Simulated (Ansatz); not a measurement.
`CBC` + HI → `CBI` + CH₄ at 700 K and 1 bar (ligand exchange at a B–C bond).

Gas-phase electronic energies from Ansatz, PBE0-D4/def2-TZVP geometries. CCSD(T)/CBS adds triple-zeta CCSD(T) − MP2 to the extrapolated MP2 energy (def2 sets, frozen cores). This one scheme is used for every species. def2 core potentials past Kr. For I outer-core shells are correlated without core-valence functions, which leaves a few kJ/mol of doubt a bond.

```
species  CCSD(T)/CBS energy (Eh)  H − E (kJ/mol)  S (J/(mol·K))
  `CBC`               -105.11307           282.8          377.9
     HI               -298.03592            34.6          231.7
  `CBI`               -362.71826           178.2          380.3
    CH₄                -40.46206           145.9          224.0
```

H − E and S are ideal-gas, rigid-rotor, harmonic terms from PBE0-D4/def2-TZVP, for one conformer and one mirror image of each species. 1 Eh = 2625.50 kJ/mol, R = 8.31446 J/(mol·K).

**Question.** By hand: ΔE, ΔH, ΔS and ΔG.

**Answer.** ΔE = (-362.71826) + (-40.46206) − (-105.11307) − (-298.03592) = -0.03133 Eh = -82.3 kJ/mol. Δ(H − E) = 178.2 + 145.9 − 282.8 − 34.6 = 6.7, so ΔH = -75.6 kJ/mol. ΔS = 380.3 + 224.0 − 377.9 − 231.7 = -5.3 J/(mol·K). ΔG = -75.6 − 700 × (-5.3)/1000 = -71.9 kJ/mol.

**Question.** By hand: the equilibrium constant, and the temperature at which ΔG would vanish if ΔH and ΔS stayed fixed.

**Answer.** log₁₀ K = −ΔG/(RT ln 10) = 5.4. ΔG = 0 at ΔH/ΔS = 14264 K, far beyond where these terms or the molecules hold.

The number of gas molecules stays the same, so ΔS is small and ΔH decides. A doubt of 5 kJ/mol in ΔE shifts log₁₀ K by 0.4 here. Other conformers and mirror images would add mixing entropy, several J/(mol·K) or more a flexible species. Modes under 60 cm⁻¹, often nearly free rotors, make the harmonic entropy too high. These are equilibria of isolated gas molecules and say nothing of rates. Largest T1 diagnostic: 0.011 (customary marks: 0.02 for closed shells, 0.045 for open ones).
